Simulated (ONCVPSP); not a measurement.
**Reading a pseudo-wave (Sc)**

Columns: radius, all-electron u(r) and pseudo u(r) of the 3d shell (level -4.37 eV) of scandium in the configuration [Ne] 3s2 3p6 3d1 4s1 4p1; PBE, scalar-relativistic, ONCV scheme, ONCVPSP 4.0.1.

```json
{"r (bohr)": "0.163", "all-electron": "0.0736", "pseudo": "0.0192"}
{"r (bohr)": "0.325", "all-electron": "0.2642", "pseudo": "0.1293"}
{"r (bohr)": "0.488", "all-electron": "0.4537", "pseudo": "0.3366"}
{"r (bohr)": "0.650", "all-electron": "0.5929", "pseudo": "0.5591"}
{"r (bohr)": "0.813", "all-electron": "0.6796", "pseudo": "0.7129"}
{"r (bohr)": "0.975", "all-electron": "0.7195", "pseudo": "0.7691"}
{"r (bohr)": "1.138", "all-electron": "0.7259", "pseudo": "0.7584"}
{"r (bohr)": "1.300", "all-electron": "0.7104", "pseudo": "0.7229"}
{"r (bohr)": "1.463", "all-electron": "0.6818", "pseudo": "0.6842"}
{"r (bohr)": "1.625", "all-electron": "0.6461", "pseudo": "0.6462"}
{"r (bohr)": "1.788", "all-electron": "0.6069", "pseudo": "0.6069"}
{"r (bohr)": "1.950", "all-electron": "0.5672", "pseudo": "0.5672"}
{"r (bohr)": "2.113", "all-electron": "0.5278", "pseudo": "0.5278"}
{"r (bohr)": "2.275", "all-electron": "0.4902", "pseudo": "0.4901"}
{"r (bohr)": "2.438", "all-electron": "0.4543", "pseudo": "0.4543"}
{"r (bohr)": "2.600", "all-electron": "0.4211", "pseudo": "0.4211"}
{"r (bohr)": "2.763", "all-electron": "0.3901", "pseudo": "0.3901"}
{"r (bohr)": "2.925", "all-electron": "0.3615", "pseudo": "0.3615"}
{"r (bohr)": "3.088", "all-electron": "0.3348", "pseudo": "0.3348"}
{"r (bohr)": "3.250", "all-electron": "0.3100", "pseudo": "0.3100"}
{"r (bohr)": "3.413", "all-electron": "0.2868", "pseudo": "0.2868"}
{"r (bohr)": "3.575", "all-electron": "0.2653", "pseudo": "0.2653"}
{"r (bohr)": "3.738", "all-electron": "0.2450", "pseudo": "0.2450"}
{"r (bohr)": "3.900", "all-electron": "0.2263", "pseudo": "0.2263"}
{"r (bohr)": "4.063", "all-electron": "0.2087", "pseudo": "0.2087"}
{"r (bohr)": "4.225", "all-electron": "0.1925", "pseudo": "0.1925"}
```

Question: How many radial nodes do the two functions have?

Answer: The all-electron 3d function has n − l − 1 = 0; the pseudo-wave has 0.

Question: At about which radius was the pseudo-wave matched?

Answer: 1.75 bohr, where the columns begin to agree (steps of 0.16 bohr).

Question: Is the pseudo-wave norm-conserving?

Answer: Yes: the ONCV scheme keeps the norm inside the radius equal to the all-electron one, which fixes the energy derivative of the logarithmic derivative at the level.
